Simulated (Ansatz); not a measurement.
Consider the hydrogenolysis of a C–Si bond: `[SiH3]C1B[SiH2]1` + H₂ → `B1C[SiH2]1` + SiH₄.

Isolated molecules relaxed with PBE0-D4/def2-TZVP in Ansatz; ΔE leaves out vibrations. CCSD(T)/CBS adds triple-zeta CCSD(T) − MP2 to the extrapolated MP2 energy (def2 sets, frozen cores). This one scheme is used for every species. DFT in def2-TZVPP. B3LYP here is the variant with VWN-RPA as its local correlation; programs differ in this.

```tsv
level	ΔE (kJ/mol)	difference from CCSD(T)/CBS
revPBE-D4	10.1	1.6
BLYP-D4	-0.4	-8.9
B3LYP-D4	0.9	-7.6
B2PLYP	-3.8	-12.3
PBE	-3.5	-12.0
BLYP	-17.8	-26.3
r2SCAN	6.0	-2.5
BHLYP	-9.5	-18.0
CAM-B3LYP	-8.9	-17.4
LC-ωPBE	6.3	-2.2
RPA@PBE/def2-TZVPP	-0.8	-9.3
HF/def2-TZVPP	-13.1	-21.6
SCS-MP2/def2-TZVPP	4.8	-3.7
MP2/def2-QZVPP	15.1	6.6
SCS-MP2/def2-QZVPP	7.6	-0.9
MP2/CBS(def2)	17.0	8.5
CCSD(T)/CBS	8.5	0
```

Largest T1 diagnostic among the species: 0.014.

In def2-TZVPP, CCSD(T) changes the Hartree–Fock value by +16.9 kJ/mol (the triples alone add +3.1 kJ/mol) and MP2 by +25.4 kJ/mol. The D4 term adds +13.9 kJ/mol with B3LYP and +7.5 kJ/mol with PBE0; it sums over pairs of atoms, weighted by their polarisabilities, and B3LYP, whose exchange is more repulsive, gets the larger term.
